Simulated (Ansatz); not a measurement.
Mg₂Te₂, relaxed as a singlet with RKS r2SCAN-D4/def2-SVP in Ansatz, starting from the GFN2-xTB geometry. Force threshold 0.02 eV/Å.

In the def2 sets Te takes a core potential; there is no spin–orbit coupling. The restricted singlet is unstable towards broken spin symmetry in Hartree–Fock (as tested in another run); at r2SCAN-D4/def2-SVP this wasn't settled. Another isomer (singlet) lies 2.03 eV lower at PBE0-D4/def2-TZVP; other spin states weren't run for this one.

Start:

```xyz
4

Mg    0.8479   -1.1033   -1.5573
Mg   -0.8922    1.8837    0.0198
Te    1.2726    0.2005    1.0385
Te   -1.2284   -0.9809    0.4990
```

```tsv
step	energy (eV)	largest force component (eV/Å)	SCF passes
1	-25477.3413	0.537	21
2	-25477.4333	0.469	23
3	-25477.5542	0.363	28
4	-25477.6665	0.308	26
5	-25477.6806	0.112	21
6	-25477.6872	0.037	21
7	-25477.6874	0.009	24
```

Force components are those of the run's own axes.

End:

| atom | x (Å) | y (Å) | z (Å) |
| --- | --- | --- | --- |
| Mg1 | 0.607 | -0.608 | -1.504 |
| Mg2 | -0.658 | 1.560 | -0.362 |
| Te3 | 1.288 | 0.119 | 1.202 |
| Te4 | -1.237 | -1.072 | 0.664 |

By distances, no bond broke or formed, bridged metal pairs apart. The bond that changes most is Mg1–Te3, from 2.94 to 2.88 Å (atoms count from 1). Metal–metal contacts that move far: Mg1–Mg2 3.80 to 2.76 Å.

No frequencies were taken in this run, so the end may be a saddle point.

It took 11 s on 4 threads of Arm Neoverse V1 on a shared host.
